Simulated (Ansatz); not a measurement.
The lowest singlet and triplet of O3 (SMILES O=[O+][O-]); geometries from B3LYP-D3(BJ)/def2-TZVP, each state relaxed from the structure named, with no frequency check.
Singlet (charge 0, multiplicity 1):
```json
[
 {"atom": "O", "x (Å)": "-1.0705", "y (Å)": "-0.2409", "z (Å)": "0.0000"},
 {"atom": "O", "x (Å)": "-0.0106", "y (Å)": "0.4284", "z (Å)": "0.0000"},
 {"atom": "O", "x (Å)": "1.0811", "y (Å)": "-0.1875", "z (Å)": "0.0000"}
]
```
Triplet (charge 0, multiplicity 3):
```xyz
3

O     -1.16572    -0.21007     0.00000
O     -0.00829     0.36735     0.00000
O      1.17401    -0.15728     0.00000
```

A positive gap puts the triplet lower; no zero-point energy. R- takes a restricted singlet. The triplet is unrestricted in single-reference levels. Active spaces average the two states.

Correlated levels freeze the cores.

Codes used: Ansatz (Gaussian orbitals). 

### Question
What is the computed gap E(singlet) − E(triplet), adiabatic (FIC-MRCISD+Q on SA-CASSCF(12,9)/cc-pVQZ)?

### Answer
-37.0 kcal/mol

### Question
What gap E(singlet) − E(triplet), adiabatic does R-PBE0/def2-TZVPP give?

### Answer
-23.1 kcal/mol

### Question
Give the gap E(singlet) − E(triplet), adiabatic at the level FIC-MRCISD+Q on SA-CASSCF(12,9)/cc-pVTZ.

### Answer
-35.8 kcal/mol

Doubts at one or more of the structures used: a restricted determinant that unrestricted orbitals would lower (R-PBE0/def2-TZVPP).

Ansatz is an electronic-structure program.
